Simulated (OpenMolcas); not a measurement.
# Tl I: effect of the level shift or regulariser

```json
{
  "Program": "OpenMolcas",
  "Basis": "ANO-RCC-VQZP [9s8p6d4f3g]",
  "Scalar Hamiltonian": "DKH2, point nucleus",
  "Active space": "1 electron in 9 orbitals (RAS2 6p; RAS3 6d 7s, at most 1 electron)",
  "State averaging": "2S+1 = 2 odd, 3 roots; 2S+1 = 2 even, 6 roots",
  "Spin-orbit coupling": "RASSI with atomic mean-field integrals over the reference wave functions, term energies averaged over their components"
}
```

Methods on the same reference wave functions:
A. RASSCF
B. SS-RASPT2, IPEA 0.25 Eh, imaginary shift 0.1 Eh (closed shells correlated: 5d 6s)
C. SS-RASPT2, IPEA 0.25 Eh, sigma2 regulariser 0.3 Eh (closed shells correlated: 5d 6s)

Energies in cm⁻¹ above 6s² 6p ²P°_1/2, the measured ground level; measured values from NIST Handbook of Basic Atomic Spectroscopic Data.

```json
{"Level": "6s² 6p ²P°_1/2", "A": "0.0", "B": "0.0", "C": "0.0", "Measured": "0.0"}
{"Level": "6s² 6p ²P°_3/2", "A": "6437", "B": "6440", "C": "6440", "Measured": "7793"}
{"Level": "6s² 7s ²S_1/2", "A": "42841", "B": "41420", "C": "41420", "Measured": "26478"}
{"Level": "6s² 6d ²D_3/2", "A": "44452", "B": "44800", "C": "44800", "Measured": "36118"}
{"Level": "6s² 6d ²D_5/2", "A": "45132", "B": "45480", "C": "45480", "Measured": "36200"}
```

Deviations, from unrounded energies. A percentage is the sum of absolute deviations over the sum of measured energies, with the sign that they share, or ± where signs differ.

```json
{"Against measurement": "mean absolute deviation (cm-1)", "Levels": "4", "A": "8700", "B": "8600", "C": "8600"}
{"Against measurement": "fine structure of the ground term (%)", "Levels": "1", "A": "-17.4", "B": "-17.4", "C": "-17.4"}
{"Against measurement": "other configurations (%)", "Levels": "3", "A": "+34.0", "B": "+33.3", "C": "+33.3"}
```

A, B, C lie about equally close to measurement. The largest miss of B in the table is 6s² 7s ²S_1/2, by +15000 cm-1. The ranking rests on the paired levels alone, and a cruder setting can come out closer through cancelling errors.

Between B and C no level of the table moves by more than 5 cm-1.

The two smallest mean deviations differ by little beside CASPT2's spread within terms, so their order carries little weight.

The lowest spin-free term lies below A's lowest term by 0.457 hartree in B, 0.457 hartree in C.

CASPT2 does not keep the components of a term degenerate, so their means are used; among the terms shown or strongly mixed into the levels shown the widest spread is 70 cm-1 (6s² 6d ²D, B). ANO sets are built for valence states and can reach diffuse excited orbitals poorly, and with the s shell closed the s pⁿ⁺¹ terms that mix with these levels are absent. Spin-orbit splittings of 6p shells tend to come out small when the coupling is added on scalar orbitals. With one active electron the reference holds no correlation, so core polarisation is missing (holds for A). With one active electron, CASPT2 adds the correlation within the correlated inactive shells and between them and that electron, and leaves the splitting within a term as the reference gives it (holds for B; C). Some terms miss by over 15 % even with CASPT2, which points to a basis or an active space too small for the shells correlated (holds for B; C). Computed and measured levels are paired by configuration, term and J; levels that our copy of the source lacks, or whose pairing is in doubt (as where it misses far off the trend of its configuration), stay unpaired and out of the deviations. Only configurations of the active space appear.

° marks odd parity.
